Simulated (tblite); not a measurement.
Species: C3H10BClP2.
Numbering: `[CH3:1]/[CH:2]=[CH:3]\[B@-:4]([PH2:5])([PH3+:6])[Cl:7]` (hydrogens: H8, H9, H10 on C1; H11 on C2; H12 on C3; H13, H14 on P5; H15, H16, H17 on P6)
Bond orders are those of one Lewis drawing.

Computed with GFN2-xTB (tblite), gas phase: L-BFGS steps from a force-field or distance-geometry start until the largest atomic force falls under 0.01 eV/Å.

Step 44: E = -607.2643 eV
```
atom  x, y, z in Å  |  force x, y, z in eV/Å
C1     -1.8116   -0.4898   -0.6891   -0.016  -0.043   0.060
C2     -1.4821   -0.6471    0.7620    0.002  -0.076  -0.035
C3     -0.3192   -0.3410    1.3319   -0.001  -0.016  -0.062
B4      0.9151    0.3416    0.6209   -0.041   0.052   0.068
P5      0.7536    2.2641    0.1545   -0.041   0.077  -0.054
P6      1.7176   -0.5370   -0.9055   -0.229   0.007  -0.019
Cl7     2.5565    0.1082    1.5027    0.028  -0.062   0.111
H8     -1.1242    0.1873   -1.1959   -0.023  -0.032   0.032
H9     -1.7705   -1.4612   -1.1814    0.035  -0.074  -0.041
H10    -2.8298   -0.1215   -0.8011    0.020   0.077  -0.018
H11    -2.2849   -1.0855    1.3426    0.040   0.000   0.072
H12    -0.2227   -0.5327    2.3969   -0.037   0.037  -0.084
H13    -0.4376    2.1536   -0.5552    0.053   0.042   0.071
H14     0.0841    2.6177    1.3132    0.028   0.043  -0.002
H15     1.1542   -0.8142   -2.1535    0.033   0.031  -0.080
H16     2.2557   -1.7708   -0.6536    0.059  -0.125   0.088
H17     2.8388    0.1406   -1.2996    0.091   0.063  -0.109
```

Step 45: E = -607.2690 eV
```
atom  x, y, z in Å  |  force x, y, z in eV/Å
C1     -1.8068   -0.5063   -0.6903   -0.017  -0.047   0.055
C2     -1.4853   -0.6461    0.7646    0.054  -0.056  -0.053
C3     -0.3226   -0.3312    1.3295    0.043  -0.001  -0.056
B4      0.9135    0.3460    0.6128   -0.037   0.100   0.085
P5      0.7419    2.2771    0.1515   -0.055  -0.023  -0.003
P6      1.7189   -0.5268   -0.9178   -0.176  -0.023  -0.108
Cl7     2.5547    0.0903    1.4962   -0.025  -0.040   0.075
H8     -1.1022    0.1520   -1.2069   -0.113  -0.134   0.080
H9     -1.7905   -1.4913   -1.1622    0.043   0.033  -0.033
H10    -2.8176   -0.1162   -0.8010    0.038   0.068  -0.068
H11    -2.2905   -1.0733    1.3507    0.050   0.001   0.053
H12    -0.2239   -0.5053    2.3978   -0.043   0.033  -0.094
H13    -0.4656    2.1530   -0.5292    0.070   0.049   0.068
H14     0.0949    2.6230    1.3265    0.040   0.043  -0.022
H15     1.1869   -0.7763   -2.1937    0.059   0.050   0.049
H16     2.2146   -1.7805   -0.6644    0.045  -0.080   0.065
H17     2.8725    0.1241   -1.2743    0.026   0.026  -0.092
```

Problem. Estimate the geometry and energy of step 46. (The exact step hangs on the optimiser's Hessian estimate; all steps are aligned on step 45, rigid shifts and turns removed.)

Solution. E = -607.2737 eV, largest force 0.183 eV/Å
```
atom  x, y, z in Å  |  force x, y, z in eV/Å
C1     -1.8055   -0.5098   -0.6890   -0.053  -0.043   0.057
C2     -1.4847   -0.6517    0.7631    0.059  -0.041  -0.020
C3     -0.3229   -0.3302    1.3245    0.045   0.021  -0.054
B4      0.9144    0.3506    0.6129   -0.021   0.111   0.091
P5      0.7407    2.2864    0.1506    0.053  -0.087   0.041
P6      1.7144   -0.5252   -0.9237   -0.180  -0.013  -0.032
Cl7     2.5491    0.0789    1.5102   -0.071  -0.010  -0.001
H8     -1.1004    0.1496   -1.1987   -0.067  -0.102   0.022
H9     -1.7922   -1.4920   -1.1627    0.050  -0.014  -0.067
H10    -2.8138   -0.1170   -0.7981   -0.014   0.085  -0.080
H11    -2.2877   -1.0785    1.3521    0.048  -0.010   0.050
H12    -0.2275   -0.5012    2.3916   -0.013   0.022  -0.026
H13    -0.4639    2.1551   -0.5240   -0.012   0.046   0.024
H14     0.0978    2.6334    1.3263    0.026   0.042  -0.005
H15     1.1962   -0.7797   -2.2003    0.004   0.041   0.015
H16     2.2116   -1.7744   -0.6609    0.049  -0.121   0.066
H17     2.8672    0.1182   -1.2839    0.097   0.074  -0.081
```

The energy changes by -0.0046 eV. The first-order estimate −F·Δx gives -0.0073 eV and the mean of the old and new forces, exact on a quadratic surface, -0.0046 eV. The step makes an angle of 64° with the force vector and moves no atom by more than 0.019 Å.

What follows is the cost of the whole relaxation. Hardware: an Arm Neoverse N1 with one thread, no GPU, on a shared host. Cost: 2.0 s.
